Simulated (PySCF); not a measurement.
Si(Br)(OH)2(NH2) (BrH4NO2Si), SMILES N[Si](O)(O)Br. Geometry optimised at PBE0-D3(BJ)/def2-SVP. The structure was generated by enumeration, and PubChem lists no compound with its InChIKey, so it may never have been made. Other conformers were not sampled.

Task: Give the equilibrium geometry at PBE0-D3(BJ)/def2-SVP (PySCF confirms it by a frequency run) as Cartesian coordinates in Å. (The exact figures need the calculation; the answer reports its results.)

Result: One answer among several that fit: 
```xyz
9

N      1.9859    -0.1187    -0.9370
Si     0.4032     0.4096    -0.6033
O      0.4273     1.9625    -0.0469
O     -0.4351     0.1743    -2.0034
Br    -0.6818    -0.6758     1.0188
H      2.7100    -0.0307    -0.2339
H      2.1195    -0.9418    -1.5133
H      0.9357     2.5643    -0.6017
H     -1.3853     0.0631    -1.9032
```
